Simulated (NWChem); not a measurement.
Program: NWChem. System: ClTl, charge 0, spin multiplicity 1, displaced from the optimised geometry. The structure started from a generated list of species.

The NWChem input:

```
start mol
memory heap 200 mb stack 900 mb global 1100 mb
geometry units angstroms nocenter noautoz noautosym
  Tl     0.000000     0.000000    -0.437060
  Cl     0.000000     0.000000     5.861745
end
basis spherical
  * library def2-svp
end
ecp
  Tl library def2-ecp
end
dft
  xc xpbe96 cpbe96
  semidirect memsize 60000000 filesize 0
  iterations 100
end
task dft energy
```

The output up to the point where the run's verdict is printed (cleaned and shortened):

```
             Northwest Computational Chemistry Package (NWChem) 7.3.0
             --------------------------------------------------------

                                NWChem Input Module
                                -------------------

 Scaling coordinates for geometry "geometry" by  1.889725989
 (inverse scale =  0.529177249)

                             Geometry "geometry" -> ""
                             -------------------------

 Output coordinates in angstroms (scale by  1.889725989 to convert to a.u.)

  No.       Tag          Charge          X              Y              Z
 ---- ---------------- ---------- -------------- -------------- --------------
    1 Tl                  81.0000     0.00000000     0.00000000    -0.43706000
    2 Cl                  17.0000     0.00000000     0.00000000     5.86174500

 Effective nuclear repulsion energy (a.u.)     115.6849707004

            Nuclear Dipole moment (a.u.)
            ----------------------------
        X                 Y               Z
 ---------------- ---------------- ----------------
     0.0000000000     0.0000000000   121.4107468177


 Summary of "ao basis" -> "" (spherical)
 ------------------------------------------------------------------------------
       Tag                 Description            Shells   Functions and Types
 ---------------- ------------------------------  ------  ---------------------
 *                          def2-svp                  on all atoms

 Summary of "ao basis" -> "ao basis" (spherical)
 ------------------------------------------------------------------------------
       Tag                 Description            Shells   Functions and Types
 ---------------- ------------------------------  ------  ---------------------
 Tl                         def2-svp                10       26   4s4p2d
 Cl                         def2-svp                 8       18   4s3p1d

 Summary of "ao basis" -> "ao basis" (spherical)
 ------------------------------------------------------------------------------
       Tag                 Description            Shells   Functions and Types
[...]
 d= 0,ls=0.5,diis    52   -630.8552587873 -9.63D-01  2.56D-02  1.39D+01     6.3
 d= 0,ls=0.5,diis    53   -631.8052935666 -9.50D-01  2.95D-02  4.09D+00     6.4
 d= 0,ls=0.5,diis    54   -632.2365275753 -4.31D-01  2.21D-02  3.98D-01     6.5
 d= 0,ls=0.5,diis    55   -632.3001112116 -6.36D-02  9.88D-03  2.31D-02     6.6
 d= 0,ls=0.5,diis    56   -632.3095506847 -9.44D-03  1.54D-02  5.60D-02     6.7
 d= 0,ls=0.5,diis    57   -632.3329787378 -2.34D-02  9.06D-03  1.91D-01     6.8
 d= 0,ls=0.5,diis    58   -632.3315073513  1.47D-03  8.42D-03  1.76D-01     6.9
 d= 0,ls=0.5,diis    59   -632.2567735351  7.47D-02  7.92D-03  4.92D-01     7.0
 d= 0,ls=0.5,diis    60   -632.1093225646  1.47D-01  9.28D-03  1.13D+00     7.2
 d= 0,ls=0.5,diis    61   -631.8232955628  2.86D-01  9.90D-03  2.48D+00     7.3
 d= 0,ls=0.5,diis    62   -631.3625914367  4.61D-01  9.83D-03  5.03D+00     7.4
 d= 0,ls=0.5,diis    63   -630.7049965493  6.58D-01  1.01D-02  9.19D+00     7.5
 d= 0,ls=0.5,diis    64   -629.7862383582  9.19D-01  7.59D-03  1.50D+01     7.6
 d= 0,ls=0.5,diis    65   -628.9665592546  8.20D-01  8.86D-03  1.92D+01     7.7
 d= 0,ls=0.5,diis    66   -627.8774129340  1.09D+00  1.04D-02  2.27D+01     7.8
 d= 0,ls=0.5,diis    67   -628.8890773343 -1.01D+00  1.23D-02  1.94D+01     7.9
 d= 0,ls=0.5,diis    68   -630.1820281497 -1.29D+00  1.31D-02  1.30D+01     8.0
 d= 0,ls=0.5,diis    69   -631.2792157755 -1.10D+00  5.66D-03  6.24D+00     8.1
 d= 0,ls=0.5,diis    70   -631.6149095632 -3.36D-01  1.16D-02  4.15D+00     8.2
 d= 0,ls=0.5,diis    71   -632.1133324399 -4.98D-01  5.81D-03  1.13D+00     8.3
 d= 0,ls=0.5,diis    72   -632.2403801708 -1.27D-01  5.63D-03  5.05D-01     8.4
 d= 0,ls=0.5,diis    73   -632.3232906955 -8.29D-02  3.00D-03  1.24D-01     8.6
 d= 0,ls=0.5,diis    74   -632.3443582640 -2.11D-02  1.69D-03  5.31D-02     8.7
 d= 0,ls=0.5,diis    75   -632.3503336048 -5.98D-03  1.20D-03  3.80D-02     8.8
 d= 0,ls=0.5,diis    76   -632.3550881866 -4.75D-03  6.99D-04  2.30D-02     8.9
 d= 0,ls=0.5,diis    77   -632.3561680419 -1.08D-03  4.76D-04  2.14D-02     9.0
 d= 0,ls=0.5,diis    78   -632.3573003420 -1.13D-03  6.02D-04  1.82D-02     9.1
 d= 0,ls=0.5,diis    79   -632.3591168613 -1.82D-03  3.65D-04  1.16D-02     9.2
 d= 0,ls=0.5,diis    80   -632.3598034417 -6.87D-04  2.55D-04  9.75D-03     9.3
 d= 0,ls=0.5,diis    81   -632.3598389340 -3.55D-05  2.19D-04  1.02D-02     9.4
 d= 0,ls=0.5,diis    82   -632.3601144483 -2.76D-04  2.43D-04  9.40D-03     9.5
 d= 0,ls=0.5,diis    83   -632.3605646138 -4.50D-04  2.22D-04  7.83D-03     9.6
 d= 0,ls=0.5,diis    84   -632.3609327065 -3.68D-04  2.06D-04  6.64D-03     9.7
 d= 0,ls=0.5,diis    85   -632.3612178937 -2.85D-04  1.99D-04  5.76D-03     9.8
 d= 0,ls=0.5,diis    86   -632.3614804720 -2.63D-04  1.80D-04  4.94D-03     9.9
 d= 0,ls=0.5,diis    87   -632.3616922570 -2.12D-04  1.62D-04  4.30D-03    10.1
 d= 0,ls=0.5,diis    88   -632.3618618053 -1.70D-04  1.57D-04  3.81D-03    10.2
 d= 0,ls=0.5,diis    89   -632.3620177197 -1.56D-04  1.58D-04  3.35D-03    10.3
 d= 0,ls=0.5,diis    90   -632.3621643113 -1.47D-04  1.44D-04  2.92D-03    10.4
 d= 0,ls=0.5,diis    91   -632.3622804450 -1.16D-04  1.32D-04  2.59D-03    10.5
 d= 0,ls=0.5,diis    92   -632.3623732586 -9.28D-05  1.16D-04  2.34D-03    10.6
 d= 0,ls=0.5,diis    93   -632.3624343277 -6.11D-05  1.27D-04  2.20D-03    10.7
 d= 0,ls=0.5,diis    94   -632.3625126443 -7.83D-05  1.32D-04  1.98D-03    10.8
 d= 0,ls=0.5,diis    95   -632.3625955600 -8.29D-05  1.26D-04  1.74D-03    10.9
 d= 0,ls=0.5,diis    96   -632.3626737756 -7.82D-05  1.08D-04  1.52D-03    11.0
 d= 0,ls=0.5,diis    97   -632.3627307483 -5.70D-05  1.04D-04  1.38D-03    11.1
 d= 0,ls=0.5,diis    98   -632.3627853067 -5.46D-05  1.08D-04  1.24D-03    11.2
 d= 0,ls=0.5,diis    99   -632.3628404725 -5.52D-05  1.05D-04  1.09D-03    11.3
 d= 0,ls=0.5,diis   100   -632.3628890355 -4.86D-05  1.01D-04  9.65D-04    11.5
```

Convergence was not reached. The next line reads: Calculation failed to converge. NWChem stopped with the message: dft energy failed.
